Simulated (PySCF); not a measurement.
## Unknowns

PySCF 2.14 calculation with shieldings: GIAO PBE0/pcSseg-1 and structure optimised with GFN2-xTB; averaged over atoms made equivalent by symmetry, fast rotation or ring inversion, non-relativistic, in vacuum, single conformer.

Shifts are taken against calculated references (same method and geometry level): ¹H (σref 31.72) and ¹³C (σref 186.93) vs TMS. Splittings of carbon signals by F and P are missing where no couplings were computed. Where no couplings were computed, multiplicities follow the n + 1 count of equivalent neighbours, and m marks all less simple cases (inequivalent or close neighbours, rings, F or P nearby). Shifts are as computed. Against solution values, carbons near 30 ppm lie about +3 ppm off and those near 130 ppm about +5 ppm; carbons on Cl a further +6 ppm. Of 1211 compounds with measured shifts, 218 miss one by over three times the rms of a fit or turn the order of signals round; such compounds aren't used in these exercises. Carbons bonded to Cl come out too deshielded.

Problem. C₅HFN₂. ¹H NMR (500 MHz, computed): δ 5.84 (m, 1H). ¹³C{¹H} NMR (computed): δ 115.6 (C), 110.1 (C), 75.1 (C), 75.0 (C), 69.1 (CH). Identify the compound.

Solution. `N#CC#C[C@@H](F)C#N`. Rings plus π bonds: 6 (no ring in the answer). 5 carbon signals for 5 carbons: no two carbons are equivalent. Carbon types of the structure: 4 × C, 1 × CH, which accounts for all hydrogens. δC 115.6, 110.1: nitrile carbon; C≡N carbons fall here, among the sp2 signals but without a proton. δC 75.1, 75.0: alkyne carbon; the triple bond shields along its axis, which puts it between sp3 and sp2 carbons. δC 69.1: sp3 CH bonded to F, α to a nitrile; the inductive effect lowers its shielding. δH 5.84: hydrogen on an sp3 CH bonded to F, α to a nitrile; its carbon carries F, an electronegative neighbour.

This is the structure that produced the data.

Problem. C₅H₆ClF. ¹H NMR (400 MHz, computed): δ 4.95 (m, 1H), 3.58 (m, 1H), 1.44 (m, 1H), 1.20 (m, 1H), 1.15 (m, 1H), 0.89 (m, 1H). ¹³C{¹H} NMR (computed): δ 78.0, 42.3, 21.5, 21.4, 16.6. Give a structure.

Solution. SMILES F[C@@H]1C[C@@]12C[C@H]2Cl. Rings plus π bonds: 2 (2 rings in the answer). 5 carbon signals for 5 carbons: no two carbons are equivalent. Carbon types of the structure: 1 × C, 2 × CH, 2 × CH2, which accounts for all hydrogens. δC 78.0, 42.3, 21.5, 21.4, 16.6: three-membered-ring carbon. δH 4.95, 3.58, 1.44, 1.20, 1.15, 0.89: hydrogen on a three-membered-ring carbon.

The shifts were computed for this structure.
